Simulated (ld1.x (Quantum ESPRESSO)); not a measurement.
**Before and after: PAW potential for bromine**

```
Element                 : Br (Z = 35)
Generator               : ld1.x (Quantum ESPRESSO) 7.5
Type                    : PAW
Functional              : PBE
Relativity              : scalar-relativistic
Frozen core             : [Ar] 3d10
Valence charge          : 7
Reference configuration : 4s2 4p3 (charge +2)
Partial waves           : 4s (bound): rcut 1.35, rcutus 1.45 bohr; 4s channel at -0.9 Ry: rcut 1.35, rcutus 1.45 bohr; 4p (bound): rcut 1.00, rcutus 1.40 bohr; 4p channel at -1.65 Ry: rcut 1.00, rcutus 1.40 bohr
Local potential         : all-electron potential smoothed inside 1.10 bohr (lloc = -1)
Core correction         : Bessel-smoothed model core inside 1.15 bohr
Augmentation charge     : PSQ, inside the norm-conserving radii
```

All-electron outer shells of the reference configuration (PBE, scalar-relativistic, ld1.x):

```csv
shell,level (eV),outermost node (bohr),outermost maximum (bohr)
4s,-41.84,0.67,1.39
4p,-28.23,0.70,1.58
```

Change: waves 4p (bound): rcut 1.00, rcutus 1.78 bohr; 4p channel at -1.65 Ry: rcut 1.00, rcutus 1.78 bohr.

Cutoffs: the cutoffs (Ry, on a coarse ladder) from which the occupation-weighted sum of valence levels, in a spherical-Bessel basis at the reference potential, stays within 10 and 1 mRy of its value at 400 Ry; they do not see the model core or the augmentation charge, which bear on the density cutoff. Errors are all-electron minus pseudo energies relative to the spin-unpolarised reference configuration.

Predict the effect on cutoff, ghosts and configuration errors.

The potential gets softer (21 Ry and 40 Ry → 18 Ry and 35 Ry); both files keep a bound ghost (d); the errors of the 7 common tests hardly move. A larger radius leaves more room for a smooth pseudo-wave, so fewer plane waves are needed.

```csv
quantity,base,changed
"cutoff, loose",21 Ry,18 Ry
"cutoff, tight",40 Ry,35 Ry
loose cutoff by channel (10 mRy a level),"s 15 Ry, p 10 Ry","s 15 Ry, p 12 Ry"
bound ghosts,d,d
"error for 4s2 4p5, meV [ΔE -35.31 eV]",-9.3,-8.7
"error for 4s2 4p4, meV [ΔE -22.76 eV]",-2.7,-2.4
"error for 4s2 4p2, meV [ΔE 33.98 eV]",-21,-21
"error for 4s2 4p5.3, meV [ΔE -37.28 eV]",-10,-10.0
"error for 4s2 4p4.5, meV [ΔE -30.24 eV]",-6.3,-5.9
"error for 4s2 4p1, meV [ΔE 80.01 eV]",-101,-100
"error for 4s1 4p5, meV [ΔE -9.76 eV]",+2.7,+2.5
lowest overlap eigenvalue by channel,"s 0.38, p 0.61","s 0.38, p 0.54"
```

 A true bound ghost makes a file unfit for plane-wave use even where its test errors are small: the radial tests pick states by their node count and pass the ghost by.
